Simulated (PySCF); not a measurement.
AlCl₃, charge -1, doublet, at a GFN2-xTB geometry (such geometries of metal compounds can be far from the true shape) (a state made from the parent by changing its charge; the spin is typed, not shown lowest) (in this run its highest filled SCF level lies above zero, so its values depend strongly on the basis, on diffuse functions most of all); B3LYP/def2-SVP (PySCF).

PySCF was given this input:
```python
from pyscf import gto, scf, dft

mol = gto.M(
    atom='''
Al    0.00809230   -0.00892122   -0.02285453
Cl   -1.84108993   -1.13529220   -0.20128747
Cl    0.10785401    2.03619623   -0.74919263
Cl    1.72704770   -0.89408192    0.96795710
''',
    basis='def2-svp',
    charge=-1,
    spin=1,
    verbose=4,
)

mf = dft.UKS(mol)
mf.xc = 'b3lyp'
mf.kernel()
```

### Question
What does PySCF print? Leave out banner, timings and long lists.

### Answer

```
PySCF version 2.14.0

[INPUT] verbose = 4
[INPUT] num. atoms = 4
[INPUT] num. electrons = 65
[INPUT] charge = -1
[INPUT] spin (= nelec alpha-beta = 2S) = 1
[INPUT] symmetry False subgroup None
[INPUT] Mole.unit = angstrom
[INPUT] Symbol           X                Y                Z      unit          X                Y                Z       unit  Magmom
[INPUT]  1 Al     0.008092300000  -0.008921220000  -0.022854530000 AA    0.015292230718  -0.016858662497  -0.043188802406 Bohr   0.0
[INPUT]  2 Cl    -1.841089930000  -1.135292200000  -0.201287470000 AA   -3.479155738395  -2.145391329355  -0.380378190607 Bohr   0.0
[INPUT]  3 Cl     0.107854010000   2.036196230000  -0.749192630000 AA    0.203814540336   3.847853210572  -1.415768885243 Bohr   0.0
[INPUT]  4 Cl     1.727047700000  -0.894081920000   0.967957100000 AA    3.263647157060  -1.689569961725   1.829173819328 Bohr   0.0

nuclear repulsion = 283.425930095839
number of shells = 32
number of NR pGTOs = 144
number of NR cGTOs = 72
basis = def2-svp
ecp = {}

******** <class 'pyscf.dft.uks.UKS'> ********
method = UKS
initial guess = minao
damping factor = 0
level_shift factor = 0
DIIS = <class 'pyscf.scf.diis.CDIIS'>
diis_start_cycle = 1
diis_space = 8
diis_damp = 0
SCF conv_tol = 1e-09
SCF conv_tol_grad = None
SCF max_cycles = 50
direct_scf = True
direct_scf_tol = 1e-13
number electrons alpha = 33  beta = 32
XC library pyscf.dft.libxc version 7.1.2
    S. Lehtola, C. Steigemann, M. J. T. Oliveira, and M. A. L. Marques,  SoftwareX 7, 1–5 (2018)
XC functionals = b3lyp
    P. J. Stephens, F. J. Devlin, C. F. Chabalowski, and M. J. Frisch,  J. Phys. Chem. 98, 11623 (1994)
radial grids:
    Treutler-Ahlrichs [JCP 102, 346 (1995); DOI:10.1063/1.469408] (M4) radial grids

becke partition: Becke, JCP 88, 2547 (1988); DOI:10.1063/1.454033
pruning grids: <function nwchem_prune>
grids dens level: 3
symmetrized grids: False
atomic radii adjust function: <function treutler_atomic_radii_adjust>
small_rho_cutoff = 0
Set gradient conv threshold to 3.16228e-05
tot grids = 75824
init E= -1622.817084605

cycle= 1 E= -1622.72107509589  delta_E= 0.096  |g|= 0.332  |ddm|= 1.89
cycle= 2 E= -1622.71775447709  delta_E= 0.00332  |g|= 0.35  |ddm|= 1.11
cycle= 3 E= -1622.78331452879  delta_E= -0.0656  |g|= 0.0425  |ddm|= 0.501
cycle= 4 E= -1622.78445797854  delta_E= -0.00114  |g|= 0.00797  |ddm|= 0.0884
cycle= 5 E= -1622.78451227801  delta_E= -5.43e-05  |g|= 0.00113  |ddm|= 0.0332
cycle= 6 E= -1622.78451829253  delta_E= -6.01e-06  |g|= 0.000507  |ddm|= 0.0155
cycle= 7 E= -1622.78452013794  delta_E= -1.85e-06  |g|= 0.000284  |ddm|= 0.0104
cycle= 8 E= -1622.78452044953  delta_E= -3.12e-07  |g|= 0.000112  |ddm|= 0.00541
cycle= 9 E= -1622.78452045567  delta_E= -6.13e-09  |g|= 5.35e-05  |ddm|= 0.000333
cycle= 10 E= -1622.7845204596  delta_E= -3.94e-09  |g|= 3.77e-06  |ddm|= 0.000433
cycle= 11 E= -1622.78452045963  delta_E= -2.68e-11  |g|= 1.5e-06  |ddm|= 4.7e-05
Extra cycle  E= -1622.78452045963  delta_E= -3.18e-12  |g|= 1.33e-06  |ddm|= 4.38e-06
converged SCF energy = -1622.78452045963  <S^2> = 0.75245917  2S+1 = 2.0024577
```
